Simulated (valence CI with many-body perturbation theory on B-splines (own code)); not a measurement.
**Si: electric-dipole lines**

Calculated by valence CI with perturbative core correlation (CI+MBPT): four valence electrons over a frozen Dirac-Fock core [Ne], radial functions for each j: 11 s, 11 p, 9 d, 7 f, 5 g, 2 h, 1 i, with the one-electron correlation potential Σ1, the two-electron term Σ2, the three-electron term Σ3, Breit, model QED; selected CI, second order for the rest, scaled by the run's own slope (own B-spline code, finite nucleus).

Against 48 measured levels this calculation errs by 36 cm⁻¹ on average and by 119 at most. These come from a selection out of the NIST Handbook of Basic Atomic Spectroscopic Data. Levels without a partner in it may be off by more. Among the levels kept, up to 810 cm⁻¹ of a level comes from second order outside the variational space, and about a tenth of that is noise between levels of different J, which matters for small intervals.

Lines 201 to 248 of 248 in falling wavelength, among levels below 60636 cm⁻¹, chosen from the strongest by gf and those to the six lowest levels. Wavelengths and rates use the calculated energies, so an error of 40 cm⁻¹ moves a line at 1849 Å by 0.074 % and its rate by three times that or more. Electric multipoles are in the length gauge, E1 and E2 with the static RPA response of the core. Weak lines are less certain than strong ones. Lines between different terms over intervals too small for the method are left out, as are lines whose strength nearly cancels. Where a level lies close to another of its J and parity, the split of strength between their lines is uncertain. The highest levels of a list are the least certain.

Names give the largest LS component (configuration and term), which can be under half, so a name can repeat, a term be missing and a line seem to break the LS rules; names also repeat where a configuration has a term twice.

```tsv
λ vac (Å)	λ from measured levels	Upper	Lower	A (s⁻¹)	S (a.u.)
1849	1849	3s²3p5s ³P°_1	3s²3p² ³P_2	2.49e+07	2.33e-01
1848		3s²3p3d ³D°_1	3s²3p² ³P_1	9.98e+07	9.32e-01
1847		3s²3p3d ³D°_2	3s²3p² ³P_1	2.09e+08	3.25e+00
1846	1846	3s²3p5s ³P°_0	3s²3p² ³P_1	5.64e+07	1.75e-01
1845		3s²3p3d ³D°_1	3s²3p² ³P_0	1.60e+08	1.48e+00
1844	1844	3s²3p5s ³P°_1	3s²3p² ³P_1	2.38e+07	2.20e-01
1841	1841	3s²3p5s ³P°_2	3s²3p² ³P_2	4.18e+07	6.44e-01
1841	1841	3s²3p5s ³P°_1	3s²3p² ³P_0	7.48e+06	6.90e-02
1836	1837	3s²3p5s ³P°_2	3s²3p² ³P_1	1.44e+07	2.19e-01
1830	1830	3s²3p5s ¹P°_1	3s²3p² ³P_2	6.51e+05	5.91e-03
1822	1822	3s²3p5s ¹P°_1	3s²3p² ³P_0	2.75e+06	2.46e-02
1775	1777	3s²3p4d ¹D°_2	3s²3p² ³P_2	8.26e+06	1.14e-01
1771	1772	3s²3p4d ¹D°_2	3s²3p² ³P_1	4.58e+05	6.27e-03
1770	1771	3s²3p4d ³P°_2	3s²3p² ³P_2	1.23e+07	1.69e-01
1770	1771	3s²3p4d ³P°_1	3s²3p² ³P_2	9.80e+06	8.04e-02
1765	1766	3s²3p4d ³P°_2	3s²3p² ³P_1	1.90e+06	2.58e-02
1765	1766	3s²3p4d ³P°_1	3s²3p² ³P_1	8.25e+06	6.71e-02
1764	1765	3s²3p4d ³P°_0	3s²3p² ³P_1	2.26e+07	6.13e-02
1762	1764	3s²3p4d ³P°_1	3s²3p² ³P_0	4.98e+06	4.04e-02
1749	1750	3s²3p4d ³F°_2	3s²3p² ³P_2	1.20e+05	1.58e-03
1746	1747	3s²3p4d ³F°_3	3s²3p² ³P_2	1.11e+06	2.04e-02
1744	1745	3s²3p4d ³F°_2	3s²3p² ³P_1	6.05e+05	7.92e-03
1706	1707	3s²3p4d ¹P°_1	3s²3p² ³P_2	7.85e+05	5.77e-03
1703	1704	3s²3p4d ¹F°_3	3s²3p² ³P_2	2.86e+07	4.89e-01
1702	1703	3s²3p4d ¹P°_1	3s²3p² ³P_1	1.88e+07	1.37e-01
1699	1700	3s²3p4d ³D°_2	3s²3p² ³P_2	4.15e+07	5.02e-01
1699	1701	3s²3p4d ¹P°_1	3s²3p² ³P_0	3.01e+07	2.19e-01
1699	1700	3s²3p4d ³D°_1	3s²3p² ³P_2	1.90e+06	1.38e-02
1697	1698	3s²3p4d ³D°_3	3s²3p² ³P_2	2.00e+08	3.38e+00
1695	1696	3s²3p4d ³D°_2	3s²3p² ³P_1	1.86e+08	2.24e+00
1694	1696	3s²3p4d ³D°_1	3s²3p² ³P_1	6.12e+07	4.41e-01
1693		3s²3p6s ³P°_1	3s²3p² ³P_2	1.11e+07	7.94e-02
1692	1693	3s²3p4d ³D°_1	3s²3p² ³P_0	1.10e+08	7.86e-01
1691		3s²3p6s ³P°_0	3s²3p² ³P_1	2.50e+07	5.95e-02
1688		3s²3p6s ³P°_1	3s²3p² ³P_1	1.26e+07	8.97e-02
1686		3s²3p6s ³P°_1	3s²3p² ³P_0	1.54e+06	1.09e-02
1685		3s²3p6s ³P°_2	3s²3p² ³P_2	1.82e+07	2.15e-01
1682		3s²3p6s ¹P°_1	3s²3p² ³P_2	4.66e+05	3.28e-03
1681		3s²3p6s ³P°_2	3s²3p² ³P_1	6.23e+06	7.30e-02
1676		3s²3p6s ¹P°_1	3s²3p² ³P_0	2.60e+06	1.81e-02
1673		3s²3p5d ³P°_2	3s²3p² ³P_2	8.21e+07	9.48e-01
1670		3s²3p5d ³P°_1	3s²3p² ³P_2	4.00e+07	2.76e-01
1669		3s²3p5d ³P°_2	3s²3p² ³P_1	7.55e+06	8.65e-02
1666		3s²3p5d ³P°_1	3s²3p² ³P_1	3.25e+07	2.22e-01
1665		3s²3p5d ³P°_0	3s²3p² ³P_1	9.14e+07	2.08e-01
1663		3s²3p5d ³P°_1	3s²3p² ³P_0	2.00e+07	1.37e-01
1662		3s²3p5d ¹D°_2	3s²3p² ³P_2	3.67e+06	4.16e-02
1657		3s²3p5d ¹D°_2	3s²3p² ³P_1	1.05e+06	1.17e-02
```
